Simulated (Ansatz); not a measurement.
A nudged elastic band was laid between two geometries of CH6FMgN + H2O (13 atoms, charge 0, multiplicity 1).

These are results of Ansatz, RHF/def2-SVP, not measurements.

- movable images: 7
- climbing image: yes
- spring: 5.0 eV/Å²
- optimiser: quadratic models (default)
- start path: through a guess of the saddle point
- force threshold: 0.03 eV/Å
- iteration limit: 60
- end points: relaxed

First end point:

```xyz
13
Properties=species:S:1:pos:R:3
Mg -0.315 -0.349 -0.438
N 0.778 -0.602 1.248
C -1.198 -1.326 -2.105
H 0.057 1.941 0.567
F -0.439 1.628 -0.274
H 0.906 0.985 1.717
O 0.744 1.983 1.700
H 1.675 -1.053 1.153
H 0.336 -1.094 2.010
H -0.671 -2.251 -2.373
H -1.208 -0.694 -3.002
H -2.241 -1.608 -1.912
H 1.574 2.439 1.709
```

Last end point:

```xyz
13
Properties=species:S:1:pos:R:3
Mg -0.506 0.203 0.053
N 0.643 -0.967 1.551
C -0.729 -0.823 -1.816
H 0.153 2.407 0.637
F -1.433 1.214 1.248
H 1.470 -0.470 1.845
O 0.765 1.944 0.067
H 0.928 -1.892 1.275
H 0.051 -1.053 2.363
H 0.173 -1.377 -2.112
H -0.954 -0.142 -2.648
H -1.546 -1.557 -1.803
H 0.984 2.512 -0.658
```

Question: What changes between the two ends?

Answer: Bonds broken: H6–O7. Bonds formed: Mg1–O7, N2–H6, H4–O7. CH6FMgN + H2O becomes CH8FMgNO.

Question: What energy profile does the band end with?

Answer: The run converged. The highest image is number 0 of 0 to 8, 0.000 eV above the first end and 1.907 eV above the last; the last end lies 1.907 eV below the first. The highest image is an end point: on this band no image between the ends rises above it. The orbitals stay closed-shell, which can raise the energy where a bond breaks towards radicals; this wasn't checked here.

```csv
image,path coordinate (Å),energy (eV),H6–O7 (Å),Mg1–O7 (Å),N2–H6 (Å)
0,0.00,0.000,1.01,3.34,1.66
1,0.11,-0.001,1.02,3.31,1.63
2,1.08,-1.560,1.84,3.54,1.02
3,2.05,-1.641,1.99,3.62,1.02
4,3.03,-1.641,2.01,3.47,1.01
5,4.00,-1.646,2.09,3.15,1.01
6,4.98,-1.713,2.31,2.56,1.01
7,5.95,-1.870,2.71,2.21,1.01
8,6.93,-1.907,3.08,2.16,1.01
```

Time of the run: 3.5 min on 2 threads of Intel(R) Xeon(R) 6975P-C (Granite Rapids) (shared host), peak memory 0.25 GiB.
